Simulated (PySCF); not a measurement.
## Worked example: chemical shift, span and skew from a shielding tensor

CHF, SMILES [CH]F (connectivity only; charge and spin as stated), neutral, multiplicity 1. Atoms are numbered in the order given.

```xyz
3

C     -0.1911    -0.7068     0.0000
F      0.0307     0.5958     0.0000
H      0.8696    -1.1214     0.0000
```

Geometry optimised at PBE-D3(BJ)/def2-TZVPD. The isomer is the one that the SMILES or the coordinates give; other isomers of the formula were not compared.

GIAO shieldings from HF/pcSseg-2 (PySCF), non-relativistic, no solvent. The symmetric part of the tensor of F2 has the principal values -1411.0, -251.1, 566.3 ppm. The same nucleus in CFCl3 has σ = 237.3 ppm at this level (PySCF, at its B3LYP-D3(BJ)/def2-TZVP geometry).

Work out the isotropic shielding, the ¹⁹F shift against CFCl3, the span and the skew.


σ(iso) = (σ11 + σ22 + σ33)/3 = -365.3 ppm. δ = σ(ref) − σ(iso) = 237.3 − (-365.3) = 602.6 ppm.
Span Ω = σ33 − σ11 = 1977.3 ppm. Skew κ = 3(σ(iso) − σ22)/Ω = -0.17. Tumbling in solution averages the tensor to δ; in a static solid the shielding alone would spread this spin-1/2 line over Ω.
